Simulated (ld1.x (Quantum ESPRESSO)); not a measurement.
## Pseudopotential generation for Fe (Z = 26): TM, PBEsol, scalar-relativistic.

ld1.x (Quantum ESPRESSO) 7.5 was run on this input:

```
&input
   title='Fe', zed=26., rel=1, dft='PBESOL', iswitch=3,
   config='[Ar] 3d6 4s0.5 4p0 4f-2',
   nld=4, rlderiv=1.20, eminld=-10.0, emaxld=5.0, deld=0.04
 /
 &inputp
   pseudotype=2, tm=.true., lloc=1,
   nlcc=.true., new_core_ps=.true., rcore=0.40,
   file_pseudopw='Fe.UPF', file_wfcaegen='ae.wfc', file_wfcncgen='nc.wfc', file_beta='beta', file_chi='chi'
 /
4
3S  1  0   2.00   0.00  0.75  0.75  0.0
3D  3  2   6.00   0.00  1.10  1.10  0.0
4F  4  3  -2.00   0.15  1.10  1.10  0.0
3P  2  1   6.00   0.00  1.10  1.10  0.0
 &test
   configts(1)='3s2 3p6 3d6 4s0.5 4p0'
 /
```

Command:

```bash
ld1.x < Fe.in > Fe.out
```

Output (shortened: banner, matrices, multipoles, cross overlaps and the repeated all-electron block are left out):

```
Program LD1 v.7.5
     --------------------------- All-electron run ----------------------------

     Fe
     scalar relativistic calculation

     atomic number is 26.00
     dft =PBESOL   lsd =0 sic =0 latt =0  beta=0.20 tr2=1.0E-14
     Exchange-correlation= PBESOL
                           (   1   4  10   8   0   0   0)
     mesh =1191 r(mesh) = 101.18024 a.u. xmin = -7.00 dx = 0.01250
     1 Ry =  13.60569312 eV, c = 137.03599908

     n l     nl                  e(Ry)          e(Ha)          e(eV)
     1 0     1S 1( 2.00)      -514.8673      -257.4337     -7005.1269
     2 0     2S 1( 2.00)       -61.1471       -30.5736      -831.9487
     2 1     2P 1( 6.00)       -52.2671       -26.1335      -711.1297
     3 0     3S 1( 2.00)        -7.8704        -3.9352      -107.0828
     3 1     3P 1( 6.00)        -5.3844        -2.6922       -73.2591
     3 2     3D 1( 6.00)        -1.5212        -0.7606       -20.6965
     4 0     4S 1( 0.50)        -1.1830        -0.5915       -16.0953
     4 1     4P 1( 0.00)        -0.7807        -0.3903       -10.6218

     final scf error:  5.0E-16 reached in  24 iterations

     Etot =   -2541.362002 Ry,   -1270.681001 Ha,  -34576.991511 eV

     Ekin =    2571.513490 Ry,    1285.756745 Ha,   34987.223411 eV
     Encl =   -6056.183934 Ry,   -3028.091967 Ha,  -82398.580100 eV
     Eh   =    1051.408675 Ry,     525.704338 Ha,   14305.143782 eV
     Exc  =    -108.100234 Ry,     -54.050117 Ha,   -1470.778604 eV

     normalization and overlap integrals

     s(1S/1S) =  1.000000  <r> =   0.0585  <r2> =    0.0046  r(max) =   0.0385
     s(2S/2S) =  1.000000  <r> =   0.2672  <r2> =    0.0843  r(max) =   0.2213
     s(2P/2P) =  1.000000  <r> =   0.2356  <r2> =    0.0682  r(max) =   0.1790
     s(3S/3S) =  1.000000  <r> =   0.8120  <r2> =    0.7614  r(max) =   0.6990
     s(3P/3P) =  1.000000  <r> =   0.8587  <r2> =    0.8702  r(max) =   0.7167
     s(3D/3D) =  1.000000  <r> =   1.0956  <r2> =    1.5723  r(max) =   0.7078
     s(4S/4S) =  1.000000  <r> =   2.5949  <r2> =    7.6744  r(max) =   2.2076
     s(4P/4P) =  1.000000  <r> =   3.1928  <r2> =   11.6842  r(max) =   2.6964

     ------------------------ End of All-electron run ------------------------

     --------------------- Generating NC pseudopotential ---------------------

      Generating local pot.: lloc=1, matching radius rcloc =   1.1000

      Computing core charge for nlcc:

       r > 0.40 : true rho core
      Core charge pseudized with two Bessel functions
      Integrated core pseudo-charge :   7.32

      Wfc   3S  rcut= 0.753  Using Troullier-Martins method

      Wfc   3D  rcut= 1.096  Using Troullier-Martins method

      Wfc   4F  rcut= 1.096  Using Troullier-Martins method

     ------------------- End of pseudopotential generation -------------------

     Computing logarithmic derivative in   1.20403
     Computing logarithmic derivative in   1.20403
     Computing the partial wave expansion
     R is outside the sphere for l=    0 j= 0.00
       no projector for channel:   1
     R is outside the sphere for l=    2 j= 0.00
     R is outside the sphere for l=    3 j= 0.00

     ---------------------- Testing the pseudopotential ----------------------

     Fe
     scalar relativistic calculation

     atomic number is 26.00   valence charge is 16.00
     dft =PBESOL   lsd =0 sic =0 latt =0  beta=0.20 tr2=1.0E-14
     mesh =1191 r(mesh) = 101.18024 xmin = -7.00 dx = 0.01250

     n l     nl             e AE (Ry)        e PS (Ry)    De AE-PS (Ry)
     1 0     3S   1( 2.00)       -7.87044       -7.87067        0.00023
     2 1     3P   1( 6.00)       -5.38445       -5.38449        0.00004
     3 2     3D   1( 6.00)       -1.52116       -1.52116       -0.00000
     2 0     4S   1( 0.50)       -1.18298       -1.19145        0.00847  !
     3 1     4P   1( 0.00)       -0.78069       -0.78319        0.00250

     eps = 8.9E-15  iter = 12

     Etot =   -2541.362002 Ry,   -1270.681001 Ha,  -34576.991511 eV
     Etotps =  -278.702542 Ry,    -139.351271 Ha,   -3791.941261 eV

     Ekin =     132.242340 Ry,      66.121170 Ha,    1799.248689 eV
     Encl =    -527.176613 Ry,    -263.588307 Ha,   -7172.603221 eV
     Ehrt =     194.754319 Ry,      97.377160 Ha,    2649.767501 eV
     Ecxc =     -60.514846 Ry,     -30.257423 Ha,    -823.346420 eV
     (Ecc =     -33.222311 Ry,     -16.611155 Ha,    -452.012564 eV)
     Epseu=     -18.007742 Ry,      -9.003871 Ha,    -245.007810 eV

     ---------------------- End of pseudopotential test ----------------------
```

ld1.x takes every shell without a wave as core, so the model core holds the 4s electrons as well and exchange and correlation see them twice. This cancels in the reference configuration, but the file is broken for other ones, and its errors say nothing about a proper core correction.

Generation and configuration tests took about 2.3 s on one core of a shared server CPU.

Transferability test of the new file with ld1.x, input:

```
&input
   title='Fe', zed=26., rel=1, dft='PBESOL', iswitch=2,
   config='[Ar] 3d6 4s0.5 4p0 4f-2'
 /
 &test
   file_pseudo='Fe.UPF', nconf=8,
   configts(1)='3s2 3p6 3d6 4s0.5 4p0',
   configts(2)='3s2 3p6 3d6 4s2 4p0',
   configts(3)='3s2 3p6 3d6 4s1 4p0',
   configts(4)='3s2 3p6 3d6 4s0 4p0',
   configts(5)='3s2 3p6 3d5 4s0 4p0',
   configts(6)='3s2 3p6 3d7 4s1 4p0',
   configts(7)='3s2 3p6 3d4 4s0 4p0',
   configts(8)='3s1 3p6 3d6 4s2 4p0'
 /
```

```bash
ld1.x < Fe.test.in > Fe.test.out
```

Pseudopotential blocks of its output, shortened (energy terms left out):

```
     ---------------------- Testing the pseudopotential ----------------------

     n l     nl             e AE (Ry)        e PS (Ry)    De AE-PS (Ry)
     1 0     3S   1( 2.00)       -7.87044       -7.87067        0.00023
     2 1     3P   1( 6.00)       -5.38445       -5.38449        0.00004
     3 2     3D   1( 6.00)       -1.52116       -1.52116       -0.00000
     2 0     4S   1( 0.50)       -1.18298       -1.19145        0.00847  !
     3 1     4P   1( 0.00)       -0.78069       -0.78319        0.00250

     eps = 9.2E-15  iter = 12

     Etot =   -2541.362002 Ry,   -1270.681001 Ha,  -34576.991511 eV
     Etotps =  -278.702542 Ry,    -139.351271 Ha,   -3791.941260 eV

     ---------------------- End of pseudopotential test ----------------------

          ---------------------- Testing the pseudopotential ----------------------

     n l     nl             e AE (Ry)        e PS (Ry)    De AE-PS (Ry)
     1 0     3S   1( 2.00)       -6.89168       -6.87841       -0.01328  !
     2 1     3P   1( 6.00)       -4.40434       -4.39132       -0.01301  !
     3 2     3D   1( 6.00)       -0.55338       -0.53962       -0.01377  !
     2 0     4S   1( 2.00)       -0.39031       -0.37736       -0.01295  !
     3 1     4P   1( 0.00)       -0.09549       -0.08120       -0.01429  !

     eps = 4.6E-17  iter = 19

     Etot =   -2542.526533 Ry,   -1271.263267 Ha,  -34592.835771 eV
     Etotps =  -279.860776 Ry,    -139.930388 Ha,   -3807.699840 eV
     dEtot_ae =      -1.164532 Ry
     dEtot_ps =      -1.158234 Ry,   Delta E=      -0.006297 Ry

     ---------------------- End of pseudopotential test ----------------------

          ---------------------- Testing the pseudopotential ----------------------

     n l     nl             e AE (Ry)        e PS (Ry)    De AE-PS (Ry)
     1 0     3S   1( 2.00)       -7.51873       -7.51305       -0.00568  !
     2 1     3P   1( 6.00)       -5.03237       -5.02668       -0.00569  !
     3 2     3D   1( 6.00)       -1.17477       -1.16867       -0.00611  !
     2 0     4S   1( 1.00)       -0.90596       -0.90456       -0.00140
     3 1     4P   1( 0.00)       -0.53612       -0.52951       -0.00661  !

     eps = 1.6E-15  iter = 12

     Etot =   -2541.883795 Ry,   -1270.941898 Ha,  -34584.090870 eV
     Etotps =  -279.226061 Ry,    -139.613031 Ha,   -3799.064100 eV
     dEtot_ae =      -0.521793 Ry
     dEtot_ps =      -0.523519 Ry,   Delta E=       0.001726 Ry

     ---------------------- End of pseudopotential test ----------------------

          ---------------------- Testing the pseudopotential ----------------------

     n l     nl             e AE (Ry)        e PS (Ry)    De AE-PS (Ry)
     1 0     3S   1( 2.00)       -8.24446       -8.25086        0.00640  !
     2 1     3P   1( 6.00)       -5.75858       -5.76466        0.00607  !
     3 2     3D   1( 6.00)       -1.88776       -1.89440        0.00664  !
     2 0     4S   1( 0.00)       -1.46946       -1.48839        0.01892  !
     3 1     4P   1( 0.00)       -1.03466       -1.04896        0.01430  !

     eps = 2.4E-16  iter = 13

     Etot =   -2540.699320 Ry,   -1270.349660 Ha,  -34567.975261 eV
     Etotps =  -278.032947 Ry,    -139.016473 Ha,   -3782.830953 eV
     dEtot_ae =       0.662682 Ry
     dEtot_ps =       0.669595 Ry,   Delta E=      -0.006913 Ry

     ---------------------- End of pseudopotential test ----------------------

          ---------------------- Testing the pseudopotential ----------------------

     n l     nl             e AE (Ry)        e PS (Ry)    De AE-PS (Ry)
     1 0     3S   1( 2.00)       -9.61863       -9.62761        0.00898  !
     2 1     3P   1( 6.00)       -7.11442       -7.12385        0.00944  !
     3 2     3D   1( 5.00)       -3.17346       -3.18132        0.00786  !
     2 0     4S   1( 0.00)       -2.27969       -2.31173        0.03204  !
     3 1     4P   1( 0.00)       -1.75335       -1.77988        0.02653  !

     eps = 9.5E-15  iter = 13

     Etot =   -2538.186606 Ry,   -1269.093303 Ha,  -34533.788044 eV
     Etotps =  -275.512489 Ry,    -137.756245 Ha,   -3748.538379 eV
     dEtot_ae =       3.175396 Ry
     dEtot_ps =       3.190053 Ry,   Delta E=      -0.014657 Ry

     ---------------------- End of pseudopotential test ----------------------

          ---------------------- Testing the pseudopotential ----------------------

     n l     nl             e AE (Ry)        e PS (Ry)    De AE-PS (Ry)
     1 0     3S   1( 2.00)       -6.55804       -6.54670       -0.01134  !
     2 1     3P   1( 6.00)       -4.08082       -4.06938       -0.01143  !
     3 2     3D   1( 7.00)       -0.28171       -0.27061       -0.01110  !
     2 0     4S   1( 1.00)       -0.31314       -0.30245       -0.01068  !
     3 1     4P   1( 0.00)       -0.06039       -0.04973       -0.01067  !

     eps = 9.7E-16  iter = 15

     Etot =   -2542.585374 Ry,   -1271.292687 Ha,  -34593.636338 eV
     Etotps =  -279.919125 Ry,    -139.959563 Ha,   -3808.493719 eV
     dEtot_ae =      -1.223372 Ry
     dEtot_ps =      -1.216583 Ry,   Delta E=      -0.006789 Ry

     ---------------------- End of pseudopotential test ----------------------

          ---------------------- Testing the pseudopotential ----------------------

     n l     nl             e AE (Ry)        e PS (Ry)    De AE-PS (Ry)
     1 0     3S   1( 2.00)      -11.18304      -11.19117        0.00813  !
     2 1     3P   1( 6.00)       -8.65631       -8.66632        0.01001  !
     3 2     3D   1( 4.00)       -4.65504       -4.65860        0.00356
     2 0     4S   1( 0.00)       -3.19327       -3.23956        0.04629  !
     3 1     4P   1( 0.00)       -2.58439       -2.62393        0.03954  !

     eps = 3.2E-15  iter = 17

     Etot =   -2534.287505 Ry,   -1267.143752 Ha,  -34480.738072 eV
     Etotps =  -271.606998 Ry,    -135.803499 Ha,   -3695.401459 eV
     dEtot_ae =       7.074497 Ry
     dEtot_ps =       7.095544 Ry,   Delta E=      -0.021047 Ry

     ---------------------- End of pseudopotential test ----------------------

          ---------------------- Testing the pseudopotential ----------------------

     n l     nl             e AE (Ry)        e PS (Ry)    De AE-PS (Ry)
     1 0     3S   1( 1.00)       -8.09598       -8.08198       -0.01400  !
     2 1     3P   1( 6.00)       -5.59155       -5.57702       -0.01452  !
     3 2     3D   1( 6.00)       -1.66116       -1.64821       -0.01295  !
     2 0     4S   1( 2.00)       -1.04371       -1.03710       -0.00661  !
     3 1     4P   1( 0.00)       -0.62796       -0.61474       -0.01322  !

     eps = 8.1E-15  iter = 12

     Etot =   -2535.056796 Ry,   -1267.528398 Ha,  -34491.204817 eV
     Etotps =  -272.403260 Ry,    -136.201630 Ha,   -3706.235161 eV
     dEtot_ae =       6.305206 Ry
     dEtot_ps =       6.299282 Ry,   Delta E=       0.005924 Ry

     ---------------------- End of pseudopotential test ----------------------
```
